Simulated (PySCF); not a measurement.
**Peak assignment**

Mapped SMILES: `[CH2:1]=[CH:2][C:3](=[O:4])[CH2:5][CH2:6][C:7]([F:8])([F:9])[F:10]` (H(Xn): hydrogen on atom n). Ha(C1) is cis to C3; Hb(C1) is trans to C3.

- coordinates at the GFN2-xTB level
- PBE0/pcSseg-1 with gauge-including orbitals
- code: PySCF 2.14
- single conformer, non-relativistic, one averaged value for each set of equivalent atoms, no solvent

Referencing at the same level of theory: $^{13}$C (σ = 186.93 ppm), $^{1}$H (σ = 31.72 ppm) vs TMS.

(1) Assign these signals to the numbered atoms. $^{13}$C{$^{1}$H} NMR (computed): δ 202.2 (C), 146.2 (CH), 137.6 (CH2), 136.7 (C), 34.6 (CH2), 33.2 (CH2).

(2) Assign these signals to the numbered atoms. $^{1}$H NMR (400 MHz, computed): δ 6.53 (m, 1H), 6.52 (m, 1H), 6.52 (m, 1H), 3.00 (t, 2H), 2.38 (m, 2H).

## Answers

(1) 
| δ (ppm) | atoms | environment | reason |
| --- | --- | --- | --- |
| 202.2 | C3 | ketone carbonyl carbon | low-lying n→π* states of the double bond to the heteroatom give a large paramagnetic term (-266 ppm) |
| 146.2 | C2 | α carbon of a C=C–C=O unit | as expected for a trigonal carbon in a double bond |
| 137.6 | C1 | β carbon of a C=C–C=O unit | conjugation with the carbonyl draws π density from the β position |
| 136.7 | C7 | CF3 carbon | 3 electronegative neighbours deshield it |
| 34.6 | C5 | sp3 CH2 α to a carbonyl | the adjacent C=O deshields it moderately |
| 33.2 | C6 | sp3 CH2 | a saturated carbon with 2 carbon neighbours and no heteroatom attached |

C1 and C7; C5 and C6 lie closer than the usual error of such a calculation, so a measured spectrum could show them in the other order.

(2) 
6.53 → H(C2), hydrogen on an α carbon of a C=C–C=O unit: attached to an sp2 carbon and in the plane of the double bond
6.52 → Ha(C1), hydrogen on a β carbon of a C=C–C=O unit: attached to an sp2 carbon and in the plane of the double bond
6.52 → Hb(C1), hydrogen on a β carbon of a C=C–C=O unit
3.00 → H(C5), hydrogen on an sp3 CH2 α to a carbonyl: α to C=O
2.38 → H(C6), hydrogen on an sp3 CH2

H(C2) and Ha(C1); Ha(C1) and Hb(C1) lie closer than the usual error of such a calculation, so a measured spectrum could show them in the other order.

Splittings by $^{19}$F in the carbon and heteronuclear signals aren't shown, as no couplings were computed. Shifts are as computed. Against solution values, carbons near 30 ppm lie about +3 ppm off and those near 130 ppm about +5 ppm. Of 1211 compounds with measured shifts, 218 miss one by over three times the rms of a fit or turn the order of signals round; such compounds aren't used in these exercises. Multiplicities follow the n + 1 count of equivalent neighbours, as no J values were calculated; m marks all less simple cases, F and P coupling included.
